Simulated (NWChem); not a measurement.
# CH₅NOSi₂; SMILES [SiH2](OC#N)[SiH3]

```xyz
10

N      1.1170    -2.6058    -0.2083
C      0.2429    -1.9086     0.1092
O     -0.7212    -1.1573     0.4797
Si    -1.0692     0.4230    -0.1391
Si     0.8355     1.7860     0.0417
H     -1.5205     0.2512    -1.5504
H     -2.2010     0.8632     0.7170
H      1.2531     1.8653     1.4724
H      1.9386     1.2293    -0.7937
H      0.4550     3.1448    -0.4519
```
Atoms are numbered in this order, from 1.

Level: PBE0/def2-SVP (NWChem), optimised geometry, unscaled harmonic frequencies. 

Task: List the harmonic frequencies with IR intensities, and the thermochemistry.

Result: 
```csv
frequency (cm⁻¹),IR intensity (km/mol)
32,1.5
81,0.9
113,1.2
177,7.7
358,17.7
414,7.1
504,12.1
522,7.3
543,6.4
605,4.8
678,69.8
739,23.8
816,396.8
874,48.9
924,35.2
925,23.8
936,98.1
1235,203.4
2230,49.5
2246,5.7
2249,113.1
2257,46.9
2284,90.0
2432,281.4
```

```json
{
 "zero_point_energy": "34.5 kcal/mol",
 "thermal correction to the enthalpy at 298.15 K (with zero-point energy)": "40.0 kcal/mol",
 "heat capacity Cv": "25.7 cal/(mol K)",
 "entropy at 298.15 K and 1 atm (symmetry number 1)": "88.2 cal/(mol K)",
 "dipole_moment": "4.77 D"
}
```

Rigid rotor and harmonic oscillator; modes under 100 cm⁻¹ make the entropy uncertain.
